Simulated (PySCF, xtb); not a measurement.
TiFH₃, SMILES [F][TiH3], multiplicity 1.

Harmonic wavenumbers (cm⁻¹) from xtb 6.7.1 with GFN2-xTB at its own minimum, in rising order: 453, 453, 529, 679, 779, 779, 1371, 1372, 1396.

Problem. What does PBE0-D3(BJ)/def2-TZVP (PySCF) give at its own minimum? (The exact figures need the calculation; the answer reports its results.)

Solution. 423, 423, 547, 579, 579, 819, 1767, 1767, 1812. Paired by order, the mean absolute difference is 180 cm⁻¹ and the zero-point energies are 11.2 and 12.5 kcal/mol.
